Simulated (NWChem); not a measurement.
The numbers come from NWChem runs, not from measurements. System: ClMg (+1), charge 1, spin multiplicity 1, at a geometry optimised with PBE/def2-SVP. The structure started from a generated list of species. Level: real-time TD-PBE/6-31G* (spherical d).

Part of the output:

```
             Northwest Computational Chemistry Package (NWChem) 7.3.0
             --------------------------------------------------------

                                NWChem Input Module
                                -------------------

 Scaling coordinates for geometry "system" by  1.889725989
 (inverse scale =  0.529177249)

                              Geometry "system" -> ""
                              -----------------------

 Output coordinates in angstroms (scale by  1.889725989 to convert to a.u.)

  No.       Tag          Charge          X              Y              Z
 ---- ---------------- ---------- -------------- -------------- --------------
    1 Mg                  12.0000     0.00000000     0.00000000    -1.26875900
    2 Cl                  17.0000     0.00000000     0.00000000     0.89559500

 Effective nuclear repulsion energy (a.u.)      49.8773115655

            Nuclear Dipole moment (a.u.)
            ----------------------------
        X                 Y               Z
 ---------------- ---------------- ----------------
     0.0000000000     0.0000000000     0.0000132281


 Summary of "ao basis" -> "" (spherical)
 ------------------------------------------------------------------------------
       Tag                 Description            Shells   Functions and Types
 ---------------- ------------------------------  ------  ---------------------
 *                           6-31g*                   on all atoms

  pbe96 is a nonlocal functional; adding pw91lda local functional.

                                 NWChem DFT Module
                                 -----------------

 Summary of "ao basis" -> "ao basis" (spherical)
 ------------------------------------------------------------------------------
       Tag                 Description            Shells   Functions and Types
 ---------------- ------------------------------  ------  ---------------------
 Mg                          6-31g*                  8       18   4s3p1d
 Cl                          6-31g*                  8       18   4s3p1d

 Summary of "ao basis" -> "ao basis" (spherical)
 ------------------------------------------------------------------------------
       Tag                 Description            Shells   Functions and Types
 ---------------- ------------------------------  ------  ---------------------
 Mg                          6-31g*                  8       18   4s3p1d
 Cl                          6-31g*                  8       18   4s3p1d
[...]
         5        2.00       -7.15998888E+00
         6        2.00       -7.15998888E+00
         7        2.00       -3.28591378E+00
         8        2.00       -2.07699995E+00
         9        2.00       -2.07699995E+00
        10        2.00       -2.07521594E+00
        11        2.00       -9.04835691E-01
        12        2.00       -5.17648276E-01
        13        2.00       -4.60437199E-01
        14        2.00       -4.60437199E-01
        15        0.00       -3.84220963E-01
        16        0.00       -2.46314432E-01
        17        0.00       -2.46314432E-01
        18        0.00       -1.80806433E-01
        19        0.00       -8.65916650E-02
        20        0.00       -4.35625412E-02
        21        0.00       -4.35625412E-02
        22        0.00       -2.22419462E-02
        23        0.00        1.87626430E-02
        24        0.00        1.87627578E-02
        25        0.00        2.74940683E-02
        26        0.00        2.74940683E-02
        27        0.00        1.09741237E-01
        28        0.00        2.99940082E-01
        29        0.00        2.99940082E-01
        30        0.00        3.45870144E-01
        31        0.00        3.57833904E-01
        32        0.00        6.39608579E-01
        33        0.00        6.39608587E-01
        34        0.00        7.07175322E-01
        35        0.00        7.07175322E-01
        36        0.00        9.52166500E-01

  int2e_file: Failed to allocate cache ... halving

kick      0.00000        ### Propagation started ###
kick      0.00000        ### Checks passed ###
kick      0.00000   1.000000000000E-004   0.000000000000E+000   0.000000000000E+000     # Applied E-field [system] (alpha spin)
kick      0.00000   1.000000000000E-004   0.000000000000E+000   0.000000000000E+000     # Applied E-field [system] (beta spin)
kick      0.00000   4.987731156545E+001     # Enuc
kick      0.00000  -1.007592186094E+003     # Ecore
kick      0.00000   3.422589065039E+002     # Ecoul
kick      0.00000  -4.422952125282E+001     # Exc(1)
kick      0.00000   0.000000000000E+000     # Exc(2)
kick      0.00000  -6.596854892770E+002     # Etot
kick      0.00000   2.273736754432E-013     # Eadded
kick      0.00000   4.200479955417E-011   2.294293832592E-010  -3.897794824598E+000     # Dipole moment [system]
kick      0.00000        ### Saved restart file ###
kick      0.00000   3.730349362741E-014     # Magnus interpol (matrix 1 of 1)
kick      0.00000                     2     # Magnus total interpolations
kick      0.20000   0.000000000000E+000   0.000000000000E+000   0.000000000000E+000     # Applied E-field [system] (alpha spin)
kick      0.20000   0.000000000000E+000   0.000000000000E+000   0.000000000000E+000     # Applied E-field [system] (beta spin)
kick      0.20000   4.987731156545E+001     # Enuc
kick      0.20000  -1.007592186094E+003     # Ecore
kick      0.20000   3.422589065048E+002     # Ecoul
kick      0.20000  -4.422952125295E+001     # Exc(1)
kick      0.20000   0.000000000000E+000     # Exc(2)
kick      0.20000  -6.596854892767E+002     # Etot
kick      0.20000   3.936975190300E-010     # Eadded
kick      0.20000   8.490748278972E-006   1.838094351772E-010  -3.897794824632E+000     # Dipole moment [system]
kick      0.20000   3.930189507173E-014     # Magnus interpol (matrix 1 of 1)
kick      0.20000                     2     # Magnus total interpolations
kick      0.40000   0.000000000000E+000   0.000000000000E+000   0.000000000000E+000     # Applied E-field [system] (alpha spin)
kick      0.40000   0.000000000000E+000   0.000000000000E+000   0.000000000000E+000     # Applied E-field [system] (beta spin)
kick      0.40000   4.987731156545E+001     # Enuc
...
kick     26.60000   0.000000000000E+000     # Exc(2)
kick     26.60000  -6.596854892798E+002     # Etot
kick     26.60000  -2.727233550104E-009     # Eadded
kick     26.60000   2.736058757961E-005  -8.333080792180E-012  -3.897794976151E+000     # Dipole moment [system]
kick     26.60000   4.440892098501E-016     # Magnus interpol (matrix 1 of 1)
kick     26.60000                     2     # Magnus total interpolations
kick     26.80000   0.000000000000E+000   0.000000000000E+000   0.000000000000E+000     # Applied E-field [system] (alpha spin)
kick     26.80000   0.000000000000E+000   0.000000000000E+000   0.000000000000E+000     # Applied E-field [system] (beta spin)
kick     26.80000   4.987731156545E+001     # Enuc
kick     26.80000  -1.007592186163E+003     # Ecore
kick     26.80000   3.422589065751E+002     # Ecoul
kick     26
```

Task: Write an NWChem input that would produce this output.

Result: This is not unique; one that fits is 
```
start mol
memory heap 200 mb stack 900 mb global 1100 mb
charge 1
geometry "system" units angstroms nocenter noautoz noautosym
  Mg     0.000000     0.000000    -1.268759
  Cl     0.000000     0.000000     0.895595
end
set geometry "system"
basis spherical
  * library 6-31g*
end
dft
  xc xpbe96 cpbe96
  semidirect memsize 60000000 filesize 0
  iterations 100
  convergence energy 1e-10 density 1e-9 gradient 1e-8
  tolerances tight
end
task dft energy
rt_tddft
  tmax 150.0
  dt 0.2
  tag "kick"
  print dipole
  field "kick"
    type delta
    polarization x
    max 0.0001
  end
  excite "system" with "kick"
end
task dft rt_tddft
```
